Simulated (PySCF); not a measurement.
Computed IR spectrum (relative IR intensity) of a molecule C4H7BFN. The structure is a stationary point at r2SCAN-D4/def2-SVP. The values are those of a single conformer. Computed with r2SCAN-D4/def2-SVP in PySCF. Harmonic, unscaled wavenumbers; measured fundamentals usually lie a few per cent lower.

| ν (cm⁻¹) | relative intensity |
|---|---|
| 333 | 3.9 |
| 616 | 4.4 |
| 621 | 16 |
| 680 | 24 |
| 807 | 26 |
| 888 | 8.8 |
| 1089 | 13 |
| 1112 | 7.0 |
| 1190 | 47 |
| 1297 | 34 |
| 1378 | 58 |
| 1434 | 3.5 |
| 1454 | 50 |
| 1471 | 2.5 |
| 1473 | 17 |
| 1573 | 100 |
| 2038 | 82 |
| 3009 | 33 |
| 3078 | 14 |
| 3157 | 2.5 |
| 3602 | 6.8 |

Q: Which structure fits?
(A) CC1=CCNB1F
(B) CB1C=N[C@@H](F)C1
(C) C=C=CB(F)NC
(D) C[C@H]1B(N)C=C1F

A: C, C=C=CB(F)NC
